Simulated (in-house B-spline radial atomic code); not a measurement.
Whole-atom quantities along the 16-electron series, configuration [Ne] 3s2 3p4. Breit and QED terms are first order and not part of the total energy; the density at the nucleus is averaged over the nuclear charge. Computed with a radial B-spline atomic code at the basis-set limit: Dirac-Hartree-Fock, average of the configuration, finite nuclei.

```json
{"ion": "Nd44+", "Z": "60", "E/Z² (Eh)": "-2.1826", "Σ<r²> (bohr²)": "0.473", "n(0)/Z³ (bohr⁻³)": "1.9858", "Lamb diamagnetic shielding (ppm)": "5122.67", "repulsion over attraction": "0.05038", "Breit energy (eV)": "194.91", "self-energy (eV)": "174.37", "vacuum polarisation (eV)": "-25.819", "Dirac less non-relativistic energy (Eh)": "-329.42"}
{"ion": "Pm45+", "Z": "61", "E/Z² (Eh)": "-2.19", "Σ<r²> (bohr²)": "0.45419", "n(0)/Z³ (bohr⁻³)": "2.0486", "Lamb diamagnetic shielding (ppm)": "5230.19", "repulsion over attraction": "0.049523", "Breit energy (eV)": "205.68", "self-energy (eV)": "185.11", "vacuum polarisation (eV)": "-27.807", "Dirac less non-relativistic energy (Eh)": "-353.92"}
{"ion": "Sm46+", "Z": "62", "E/Z² (Eh)": "-2.1974", "Σ<r²> (bohr²)": "0.43642", "n(0)/Z³ (bohr⁻³)": "2.1071", "Lamb diamagnetic shielding (ppm)": "5338.77", "repulsion over attraction": "0.048691", "Breit energy (eV)": "216.87", "self-energy (eV)": "196.36", "vacuum polarisation (eV)": "-29.92", "Dirac less non-relativistic energy (Eh)": "-379.83"}
{"ion": "Eu47+", "Z": "63", "E/Z² (Eh)": "-2.2047", "Σ<r²> (bohr²)": "0.41961", "n(0)/Z³ (bohr⁻³)": "2.1772", "Lamb diamagnetic shielding (ppm)": "5448.51", "repulsion over attraction": "0.047882", "Breit energy (eV)": "228.48", "self-energy (eV)": "208.13", "vacuum polarisation (eV)": "-32.174", "Dirac less non-relativistic energy (Eh)": "-407.24"}
{"ion": "Gd48+", "Z": "64", "E/Z² (Eh)": "-2.2121", "Σ<r²> (bohr²)": "0.40368", "n(0)/Z³ (bohr⁻³)": "2.2488", "Lamb diamagnetic shielding (ppm)": "5559.42", "repulsion over attraction": "0.047096", "Breit energy (eV)": "240.53", "self-energy (eV)": "220.46", "vacuum polarisation (eV)": "-34.571", "Dirac less non-relativistic energy (Eh)": "-436.19"}
{"ion": "Tb49+", "Z": "65", "E/Z² (Eh)": "-2.2194", "Σ<r²> (bohr²)": "0.38858", "n(0)/Z³ (bohr⁻³)": "2.3407", "Lamb diamagnetic shielding (ppm)": "5671.61", "repulsion over attraction": "0.04633", "Breit energy (eV)": "253.02", "self-energy (eV)": "233.35", "vacuum polarisation (eV)": "-37.131", "Dirac less non-relativistic energy (Eh)": "-466.8"}
{"ion": "Dy50+", "Z": "66", "E/Z² (Eh)": "?", "Σ<r²> (bohr²)": "?", "n(0)/Z³ (bohr⁻³)": "?", "Lamb diamagnetic shielding (ppm)": "?", "repulsion over attraction": "?", "Breit energy (eV)": "?", "self-energy (eV)": "?", "vacuum polarisation (eV)": "?", "Dirac less non-relativistic energy (Eh)": "?"}
{"ion": "Ho51+", "Z": "67", "E/Z² (Eh)": "?", "Σ<r²> (bohr²)": "?", "n(0)/Z³ (bohr⁻³)": "?", "Lamb diamagnetic shielding (ppm)": "?", "repulsion over attraction": "?", "Breit energy (eV)": "?", "self-energy (eV)": "?", "vacuum polarisation (eV)": "?", "Dirac less non-relativistic energy (Eh)": "?"}
{"ion": "Er52+", "Z": "68", "E/Z² (Eh)": "-2.2414", "Σ<r²> (bohr²)": "0.34771", "n(0)/Z³ (bohr⁻³)": "2.5818", "Lamb diamagnetic shielding (ppm)": "6015.7", "repulsion over attraction": "0.044152", "Breit energy (eV)": "293.27", "self-energy (eV)": "275.66", "vacuum polarisation (eV)": "-45.782", "Dirac less non-relativistic energy (Eh)": "-568.87"}
{"ion": "Tm53+", "Z": "69", "E/Z² (Eh)": "?", "Σ<r²> (bohr²)": "?", "n(0)/Z³ (bohr⁻³)": "?", "Lamb diamagnetic shielding (ppm)": "?", "repulsion over attraction": "?", "Breit energy (eV)": "?", "self-energy (eV)": "?", "vacuum polarisation (eV)": "?", "Dirac less non-relativistic energy (Eh)": "?"}
{"ion": "Yb54+", "Z": "70", "E/Z² (Eh)": "-2.2562", "Σ<r²> (bohr²)": "0.32368", "n(0)/Z³ (bohr⁻³)": "2.7719", "Lamb diamagnetic shielding (ppm)": "6252.08", "repulsion over attraction": "0.04279", "Breit energy (eV)": "322.55", "self-energy (eV)": "307.14", "vacuum polarisation (eV)": "-52.496", "Dirac less non-relativistic energy (Eh)": "-646.35"}
```

(1) Fill in the row of Dy50+.

(2) Fill in the row of Ho51+.

(3) Fill in the row of Tm53+.

(4) With what power of Z does the column «vacuum polarisation (eV)» change over this range?

## Answers

(1) E/Z² (Eh): -2.2267; Σ<r²> (bohr²): 0.37426; n(0)/Z³ (bohr⁻³): 2.4052; Lamb diamagnetic shielding (ppm): 5784.93; repulsion over attraction: 0.045585; Breit energy (eV): 265.97; self-energy (eV): 246.83; vacuum polarisation (eV): -39.832; Dirac less non-relativistic energy (Eh): -499.01.

(2) E/Z² (Eh): -2.2341; Σ<r²> (bohr²): 0.36065; n(0)/Z³ (bohr⁻³): 2.496; Lamb diamagnetic shielding (ppm): 5899.66; repulsion over attraction: 0.044859; Breit energy (eV): 279.38; self-energy (eV): 260.93; vacuum polarisation (eV): -42.72; Dirac less non-relativistic energy (Eh): -533.04.

(3) E/Z² (Eh): -2.2488; Σ<r²> (bohr²): 0.3354; n(0)/Z³ (bohr⁻³): 2.683; Lamb diamagnetic shielding (ppm): 6133.2; repulsion over attraction: 0.043463; Breit energy (eV): 307.66; self-energy (eV): 291.06; vacuum polarisation (eV): -49.045; Dirac less non-relativistic energy (Eh): -606.64.

(4) A fit of the logarithm of its size against log Z from Z = 60 to 70 has slope 4.60.
